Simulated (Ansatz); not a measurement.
CH2FNO2Si, SMILES N#CO[Si@@H](O)F.

Geometry optimised at B3LYP-D3(BJ)/def2-SVP. The structure was generated by enumeration; whether it is a known compound was not checked. The values are those of a single conformer.

Two levels are set side by side: PBE/def2-SVPD (Ansatz, a program for electronic structure) and CAM-B3LYP/def2-SVPD (Ansatz). Energy differences of separate SCF runs at the same geometry; the states with an electron removed or added have multiplicity 2 and 2. Differences are taken from unrounded values.

| quantity | PBE |
|---|---|
| vertical ionisation energy (eV) | 11.24 |
| vertical singlet–triplet gap (eV) | 6.78 |

Task: These are the PBE values. What does CAM-B3LYP give? (An estimate is asked for; the answer gives what the named calculation found.)

Result: 
```json
[
 {"quantity": "vertical ionisation energy (eV)", "CAM-B3LYP": "11.77", "PBE minus CAM-B3LYP": "-0.53"},
 {"quantity": "vertical singlet–triplet gap (eV)", "CAM-B3LYP": "6.82", "PBE minus CAM-B3LYP": "-0.04"}
]
```
